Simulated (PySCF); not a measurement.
BrF2GeHO. Atoms are numbered in the order given.

```xyz
6

O      1.6434     1.2488     0.0000
Ge     0.0058     0.6516     0.0000
F     -0.8576     1.2685     1.3556
F     -0.8576     1.2685    -1.3556
Br     0.0121    -1.5969     0.0000
H      1.6776     2.2175     0.0000
```
Charge 0, spin multiplicity 1.

Coordinates come from a r2SCAN-D4/def2-SVP optimisation. The values are those of a single conformer.

All values below come from HF/def2-TZVP in PySCF.

Symmetry labels are those of the subgroup Cs that the program uses (full group Cs).

Computed valence orbital energies around the gap with their symmetry:
```
orbital  symmetry  energy (eV)
-------  --------  -----------
HOMO−7         A'       -18.32
HOMO−6         A"       -17.96
HOMO−5         A"       -17.54
HOMO−4         A'       -15.92
HOMO−3         A"       -15.17
HOMO−2         A'       -14.68
HOMO−1         A"       -12.61
HOMO           A'       -12.60
LUMO           A'         2.26
LUMO+1         A'         3.70
LUMO+2         A"         4.65
LUMO+3         A'         4.93
```
